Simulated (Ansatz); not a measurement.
Basis-set series for C2H9AsSi, SMILES `C[As](C)[SiH3]`. Total charge 0; spin multiplicity 1. The geometry is a stationary point of PBE0-D4/def2-TZVP.

```csv
functional,basis,functions,energy (Eh),HOMO (eV),LUMO (eV)
PBE0-D4,def2-SVP,123,-2606.08310,-6.63,0.58
PBE0-D4,def2-TZVPP,278,-2606.55142,-6.65,0.26
ωB97M-V,def2-SVP,123,-2606.35111,-8.69,2.38
ωB97M-V,def2-TZVPP,278,-2606.82700,-8.72,1.88
```

(1) Give the rows for def2-QZVPP. (Best estimate.)

## Answers

(1) Computed: 
| functional | basis | functions | energy (Eh) | HOMO (eV) | LUMO (eV) |
| --- | --- | --- | --- | --- | --- |
| PBE0-D4 | def2-QZVPP | 543 | -2606.61421 | -6.68 | 0.06 |
| ωB97M-V | def2-QZVPP | 543 | -2606.88800 | -8.75 | 1.46 |

Positive LUMOs are unbound and depend on the basis. Scalar relativity is left out up to krypton.
